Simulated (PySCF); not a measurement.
PySCF input file for Si(F)(Me) (CH3FSi), SMILES C[Si]F (connectivity only; charge and spin as stated), neutral, multiplicity 1, ADC(2)/aug-cc-pVDZ. The structure is a stationary point at PBE0-D3(BJ)/def2-TZVP.

```python
import numpy as np
from pyscf import gto, scf, dft, adc

mol = gto.M(
    atom='''
    Si   -0.64662606    0.19542105   -0.00000000
    F     0.60622977    1.22271224    0.00000000
    C     0.32612939   -1.42029441   -0.00000000
    H    -0.31982566   -2.30099759    0.00000000
    H     0.97987309   -1.45877042   -0.88010613
    H     0.97987309   -1.45877041    0.88010612
    ''',
    basis='aug-cc-pVDZ',
    charge=0,
    spin=0,
    max_memory=1600,
    verbose=4,
)
mf = scf.RHF(mol)
mf.conv_tol = 1e-10
mf.max_cycle = 100
mf.kernel()
res = {}
for kind, nroots in (('ee', 6), ('ip', 6), ('ea', 2)):
    a = adc.ADC(mf).density_fit('aug-cc-pvdz-ri')
    a.method, a.method_type = 'adc(2)', kind
    e, v, p, x = a.kernel(nroots=nroots)
    res[kind] = (e * 27.211386245988, p)
for kind, (e, p) in res.items():
    print(kind, 'energies / eV', np.round(e, 3), 'strengths', np.round(p, 4))
```

Log of the run:

```
PySCF version 2.14.0

[INPUT] verbose = 4
[INPUT] num. atoms = 6
[INPUT] num. electrons = 32
[INPUT] charge = 0
[INPUT] spin (= nelec alpha-beta = 2S) = 0
[INPUT] symmetry False subgroup None
[INPUT] Mole.unit = angstrom
[INPUT] Symbol           X                Y                Z      unit          X                Y                Z       unit  Magmom
[INPUT]  1 Si    -0.646626060000   0.195421050000   0.000000000000 AA   -1.221946158407   0.369292263475   0.000000000000 Bohr   0.0
[INPUT]  2 F      0.606229770000   1.222712240000   0.000000000000 AA    1.145608233858   2.310591262753   0.000000000000 Bohr   0.0
[INPUT]  3 C      0.326129390000  -1.420294410000   0.000000000000 AA    0.616295228271  -2.683967451151   0.000000000000 Bohr   0.0
[INPUT]  4 H     -0.319825660000  -2.300997590000   0.000000000000 AA   -0.604382905008  -4.348255258384   0.000000000000 Bohr   0.0
[INPUT]  5 H      0.979873090000  -1.458770420000  -0.880106130000 AA    1.851691776931  -2.756676572417  -1.663159546251 Bohr   0.0
[INPUT]  6 H      0.979873090000  -1.458770410000   0.880106120000 AA    1.851691776931  -2.756676553519   1.663159527354 Bohr   0.0

nuclear repulsion = 98.6324328572618
number of shells = 39
number of NR pGTOs = 153
number of NR cGTOs = 100
basis = aug-cc-pVDZ
ecp = {}


[settings echo left out]
init E= -427.99480359354
  HOMO = -0.203833911084713  LUMO = -0.0307585053269808  gap/eV = 4.70962
cycle= 1 E= -427.966324670281  delta_E= 0.0285  |g|= 0.467  |ddm|= 2.63
  HOMO = -0.348425167167445  LUMO = 0.00811872976564487  gap/eV = 9.70205
cycle= 2 E= -428.003628077911  delta_E= -0.0373  |g|=  0.3  |ddm|= 0.64
  HOMO = -0.340483782044263  LUMO = 0.0180744869441778  gap/eV = 9.75687
cycle= 3 E= -428.018407520606  delta_E= -0.0148  |g|= 0.0399  |ddm|= 0.196
  HOMO = -0.335418171172128  LUMO = 0.0236609071301777  gap/eV = 9.77104
cycle= 4 E= -428.019201445378  delta_E= -0.000794  |g|= 0.00826  |ddm|= 0.116
  HOMO = -0.336555675638432  LUMO = 0.0229493594891217  gap/eV = 9.78263
cycle= 5 E= -428.019248924376  delta_E= -4.75e-05  |g|= 0.00229  |ddm|= 0.0322
  HOMO = -0.336637501418029  LUMO = 0.0229416270259524  gap/eV = 9.78465
cycle= 6 E= -428.019253247122  delta_E= -4.32e-06  |g|= 0.000729  |ddm|= 0.0104
  HOMO = -0.336523473959374  LUMO = 0.0229811700662514  gap/eV = 9.78262
cycle= 7 E= -428.019253623819  delta_E= -3.77e-07  |g|= 0.000227  |ddm|= 0.00244
  HOMO = -0.336526915921517  LUMO = 0.0229764978766811  gap/eV = 9.78259
cycle= 8 E= -428.019253668928  delta_E= -4.51e-08  |g|= 4.76e-05  |ddm|= 0.00093
  HOMO = -0.336518203385352  LUMO = 0.0229785763498151  gap/eV = 9.78241
cycle= 9 E= -428.01925367104  delta_E= -2.11e-09  |g|= 1.3e-05  |ddm|= 0.000147
  HOMO = -0.336519442104371  LUMO = 0.0229773005388747  gap/eV = 9.78240
cycle= 10 E= -428.019253671206  delta_E= -1.66e-10  |g|= 2.98e-06  |ddm|= 3.94e-05
  HOMO = -0.336519329824601  LUMO = 0.0229774145534636  gap/eV = 9.78240
cycle= 11 E= -428.019253671214  delta_E= -7.84e-12  |g|= 6.65e-07  |ddm|= 1.02e-05
  HOMO = -0.336519345423887  LUMO = 0.0229774257124031  gap/eV = 9.78241
Extra cycle  E= -428.019253671212  delta_E= 1.36e-12  |g|= 3.1e-07  |ddm|= 1.75e-06
converged SCF energy = -428.019253671212

******** <class 'pyscf.adc.radc.RADC'> ********
******** ADC Orbital Information ********
Number of Frozen Occupied Orbitals: 0
Number of Frozen Virtual Orbitals: 0
Number of Active Occupied Orbitals: 16
Number of Active Virtual Orbitals: 84
*****************************************
******** <class 'pyscf.df.df.DF'> ********
auxbasis = aug-cc-pvdz-ri
Reference correlation energy (doubles): -0.45668417
MP2 correlation energy of reference state (a.u.) = -0.45668417

******** <class 'pyscf.adc.radc_ee.RADCEE'> ********
max_space = 12
max_cycle = 50
conv_tol = 1e-08

*************************************************************
        ADC calculation summary (singlet states only)
*************************************************************
adc(2) root 0  |  Energy (Eh) =   0.1227237250  |  Energy (eV) =   3.33948266  |  Osc. strength = 0.04554224  |  conv = True
adc(2) root 1  |  Energy (Eh) =   0.2173347199  |  Energy (eV) =   5.91397896  |  Osc. strength = 0.16153839  |  conv = True
adc(2) root 2  |  Energy (Eh) =   0.2237638947  |  Energy (eV) =   6.08892572  |  Osc. strength = 0.04705994  |  conv = True
adc(2) root 3  |  Energy (Eh) =   0.2431369461  |  Energy (eV) =   6.61609330  |  Osc. strength = 0.28186179  |  conv = True
adc(2) root 4  |  Energy (Eh) =   0.2508184091  |  Energy (eV) =   6.82511655  |  Osc. strength = 0.05348356  |  conv = True
adc(2) root 5  |  Energy (Eh) =   0.2708291332  |  Energy (eV) =   7.36963609  |  Osc. strength = 0.00249851  |  conv = True

******** <class 'pyscf.adc.radc.RADC'> ********
******** ADC Orbital Information ********
Number of Frozen Occupied Orbitals: 0
Number of Frozen Virtual Orbitals: 0
Number of Active Occupied Orbitals: 16
Number of Active Virtual Orbitals: 84
*****************************************
******** <class 'pyscf.df.df.DF'> ********
auxbasis = aug-cc-pvdz-ri
Reference correlation energy (doubles): -0.45668417
MP2 correlation energy of reference state (a.u.) = -0.45668417

******** <class 'pyscf.adc.radc_ip.RADCIP'> ********
max_space = 12
max_cycle = 50
conv_tol = 1e-08

*************************************************************
        ADC calculation summary (doublet states only)
*************************************************************
adc(2) root 0  |  Energy (Eh) =   0.3185971784  |  Energy (eV) =   8.66947081  |  Spec. factor = 1.83964392  |  conv = True
adc(2) root 1  |  Energy (Eh) =   0.4679688591  |  Energy (eV) =  12.73408127  |  Spec. factor = 1.76868745  |  conv = True
adc(2) root 2  |  Energy (Eh) =   0.4998795187  |  Energy (eV) =  13.60241455  |  Spec. factor = 1.74982417  |  conv = True
adc(2) root 3  |  Energy (Eh) =   0.5050277763  |  Energy (eV) =  13.74250577  |  Spec. factor = 1.74662201  |  conv = True
adc(2) root 4  |  Energy (Eh) =   0.5281191230  |  Energy (eV) =  14.37085332  |  Spec. factor = 1.76580383  |  conv = True
adc(2) root 5  |  Energy (Eh) =   0.5314460695  |  Energy (eV) =  14.46138415  |  Spec. factor = 1.76680928  |  conv = True

******** <class 'pyscf.adc.radc.RADC'> ********
******** ADC Orbital Information ********
Number of Frozen Occupied Orbitals: 0
Number of Frozen Virtual Orbitals: 0
Number of Active Occupied Orbitals: 16
Number of Active Virtual Orbitals: 84
*****************************************
******** <class 'pyscf.df.df.DF'> ********
auxbasis = aug-cc-pvdz-ri
Reference correlation energy (doubles): -0.45668417
MP2 correlation energy of reference state (a.u.) = -0.45668417

******** <class 'pyscf.adc.radc_ea.RADCEA'> ********
max_space = 12
max_cycle = 50
conv_tol = 1e-08

*************************************************************
        ADC calculation summary (doublet states only)
*************************************************************
adc(2) root 0  |  Energy (Eh) =  -0.0067561544  |  Energy (eV) =  -0.18384433  |  Spec. factor = 1.89395518  |  conv = True
adc(2) root 1  |  Energy (Eh) =   0.0278064264  |  Energy (eV) =   0.75665140  |  Spec. factor = 1.97512170  |  conv = True
ee energies / eV [3.339 5.914 6.089 6.616 6.825 7.37 ] strengths [0.0455 0.1615 0.0471 0.2819 0.0535 0.0025]
ip energies / eV [ 8.669 12.734 13.602 13.743 14.371 14.461] strengths [1.8396 1.7687 1.7498 1.7466 1.7658 1.7668]
ea energies / eV [-0.184  0.757] strengths [1.894  1.9751]
```

Self-consistency was reached.

Cost: very roughly 100 core-seconds.
